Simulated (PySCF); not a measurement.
CH2F, SMILES [CH2]F (connectivity only; charge and spin as stated), charge +1, multiplicity 1.

Coordinates come from a PBE0-D3(BJ)/def2-TZVPD optimisation. The spin state was assumed, not searched. The isomer is the one that the SMILES or the coordinates give; other isomers of the formula were not compared.

Computed with PySCF with ωB97X/def2-TZVPD.

Symmetry labels are those of the subgroup C2v that the program uses (full group C2v).

Computed valence orbital energies around the gap with their symmetry:
```csv
orbital,symmetry,energy (eV)
HOMO−7,A1,-684.60
HOMO−6,A1,-293.16
HOMO−5,A1,-48.49
HOMO−4,A1,-31.68
HOMO−3,B2,-27.68
HOMO−2,A1,-27.37
HOMO−1,B1,-26.38
HOMO,B2,-22.40
LUMO,B1,-9.16
LUMO+1,A1,-3.19
LUMO+2,A1,-2.42
LUMO+3,B2,-1.74
```
